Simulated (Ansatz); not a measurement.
The same path of CH6ClNOSi2 (12 atoms, charge 0, multiplicity 1) was run twice with different band settings. Lost on the way: C3–H10. Made: N2–H10.

Theory: Ansatz 0.2.0, RKS BHLYP-D4/def2-SVP.

Relaxed end points:

```xyz
12
Properties=species:S:1:pos:R:3
Si -0.396 -2.258 0.306
N -0.080 -0.568 0.066
C 0.666 -0.037 -0.789
O 0.815 1.277 -0.860
Si -0.059 2.204 0.260
Cl 0.458 4.134 -0.220
H 0.350 -3.091 -0.676
H -1.844 -2.503 0.147
H 0.015 -2.634 1.675
H 1.260 -0.558 -1.551
H -1.501 2.049 0.048
H 0.394 1.931 1.627
```

```xyz
12
Properties=species:S:1:pos:R:3
Si -0.129 -2.517 0.038
N -0.072 -0.746 0.033
C 1.050 -0.177 -0.392
O 1.014 1.147 -0.360
Si 0.027 2.433 0.007
Cl 1.097 4.124 -0.407
H 0.041 -3.044 -1.327
H -1.481 -2.848 0.543
H 0.895 -3.069 0.944
H -0.867 -0.192 0.350
H -1.182 2.408 -0.834
H -0.315 2.426 1.440
```

Common settings: spring 5.0 eV/Å²; optimiser quadratic models (default); start path through a guess of the saddle point; force threshold 0.05 eV/Å; end points relaxed.

| run | movable images | climbing image | iteration limit |
| --- | --- | --- | --- |
| 1 | 7 | yes | 50 |
| 2 | 4 | no | 60 |

**Question.** What does each run give, and how far can it be trusted?

**Answer.** Run 1: not converged after 50 iterations, highest image 1.671 eV above the first end. The band didn't meet its force threshold, so its energies are provisional: the largest band force was still 0.12 eV/Å, and over the last iterations the top stayed at 1.67 eV. Neighbouring images lie up to 2.8 Å apart, so the band is torn or far too coarse.
Run 2: converged after 28 iterations, highest image 1.682 eV above the first end. No image climbed, so the highest image needn't sit at the top of the path.
The orbitals stay closed-shell, which can raise the energy where a bond breaks towards radicals; this wasn't checked here.
